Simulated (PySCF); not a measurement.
## Spin–orbit doublets of 2p levels

Species: ClGa (singlet state).
Atom-mapped SMILES: `[Cl:1][Ga:2]`

Computed, not measured: delta-SCF UKS SCAN, pcX-2 on the ionised atom, pcseg-1 elsewhere, spin-free X2C in PySCF. Each binding energy is the total energy of the core-ionised species, with the hole localised on one atom, minus that of the ground state; both are solved self-consistently, so orbital relaxation is included. 2p3/2 and 2p1/2 are the ΔSCF energy of one spin-free 2p hole plus the eigenvalues of a spin–orbit and ligand-field matrix of the shell. The splitting includes the ligand field, and 2p3/2 is the mean of two sublevels.

When a 2p electron fills a 1s hole, the emitted photon carries the energy difference of the two hole states (Kα1 from 2p3/2, Kα2 from 2p1/2), here at the ground state's geometry.

```csv
atom,Kα1 (eV),Kα2 (eV),2p3/2 binding energy (eV)
Cl1,2622.59,2620.94,204.93
```

Q: What are the 1s and 2p1/2 binding energies?

A: 1s = Kα1 + 2p3/2, and 2p1/2 = 1s − Kα2:

| atom | environment | 1s (eV) | 2p1/2 (eV) |
| --- | --- | --- | --- |
| Cl1 | chlorine bonded to Ga | 2827.52 | 206.58 |

No level of gallium is listed. Isolated species at its PBE0-D3(BJ)/def2-SVP geometry, gas phase.
